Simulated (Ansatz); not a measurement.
The same redistribution along the group F, Cl, Br.

Isolated molecules relaxed with PBE0-D4/def2-TZVP in Ansatz; ΔE leaves out vibrations. CCSD(T)/CBS adds triple-zeta CCSD(T) − MP2 to the extrapolated MP2 energy (def2 sets, frozen cores). Functionals use def2-TZVPP. def2 core potentials past Kr. For Br, In outer-core shells are correlated without core-valence functions, which leaves a few kJ/mol of doubt a bond. Scalar relativity is left out up to krypton. Each species was taken in one conformer, which may not be the lowest.

```json
{"reaction": "`[OH][InH][F]` + `O[SiH2][SiH2]S` → `[OH][In]([F])[SH]` + `O[SiH2][SiH3]`", "PBE-D4 (eV)": "-0.22", "CCSD(T)/CBS(def2) (eV)": "-0.28"}
{"reaction": "`[OH][InH][Cl]` + `O[SiH2][SiH2]S` → `[OH][In]([SH])[Cl]` + `O[SiH2][SiH3]`", "PBE-D4 (eV)": "-0.17", "CCSD(T)/CBS(def2) (eV)": "-0.25"}
{"reaction": "`[OH][InH][Br]` + `O[SiH2][SiH2]S` → `[OH][In]([SH])[Br]` + `O[SiH2][SiH3]`", "PBE-D4 (eV)": "-0.26", "CCSD(T)/CBS(def2) (eV)": "-0.33"}
```

Largest T1 diagnostic: 0.017, for `[OH][InH][F]`.
